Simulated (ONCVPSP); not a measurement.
# Building the ONCV potential for Al (PBEsol, scalar-relativistic).

Al (Z = 13), optimised norm-conserving Vanderbilt (ONCV), made with ONCVPSP 4.0.1 (PBEsol, scalar-relativistic). Core [He], reference 2s2 2p6 3s1 (charge +2). Waves: 2s+3s: rc 1.10 bohr, ncon 5, nbas 8, qcut 13.7 1/bohr, 2 projectors; 2p: rc 0.95 bohr, ncon 3, nbas 7, qcut 18.3 1/bohr, 2 projectors, debl 2.1 Ha; d scattering state at 0.24 Ha: rc 1.05 bohr, ncon 3, nbas 7, qcut 10.1 1/bohr, 2 projectors, debl 1.9 Ha. Local part: polynomial inside 0.80 bohr (lpopt 4, dvloc0 0 Ha). Core correction: Teter function, fcfact 6.2, rcfact 1.45.

In the p channel the program set the typed energies aside and used -3.313, 0.250 Ha.

All-electron outer shells of the reference configuration (PBEsol, scalar-relativistic, ld1.x):

```json
{"shell": "1s", "level (eV)": "-1528.96", "outermost node (bohr)": "–", "outermost maximum (bohr)": "0.08"}
{"shell": "2s", "level (eV)": "-128.44", "outermost node (bohr)": "0.16", "outermost maximum (bohr)": "0.50"}
{"shell": "2p", "level (eV)": "-90.14", "outermost node (bohr)": "–", "outermost maximum (bohr)": "0.43"}
{"shell": "3s", "level (eV)": "-23.65", "outermost node (bohr)": "0.79", "outermost maximum (bohr)": "1.91"}
```

Calculated quality:

| Item | Value |
| --- | --- |
| Cutoffs needed | 104 Ha and 120 Ha (the cutoffs (Ha) at which the residual kinetic energy of the hardest occupied pseudo-wave falls to 1 and 0.1 mHa per electron) |
| Ghost test | no bound ghost flagged; no localised positive-energy state flagged |
| Largest excitation error | +2.4 meV (all-electron minus pseudo) for 2s2 2p6 3s0 3p3, out of 4 test configurations |
| rms error of d²Exc/dni dnj | 2.12 mHa without and 2.10 mHa with the model core |

Generation and tests took about 3.9 s on one core of a shared server CPU.
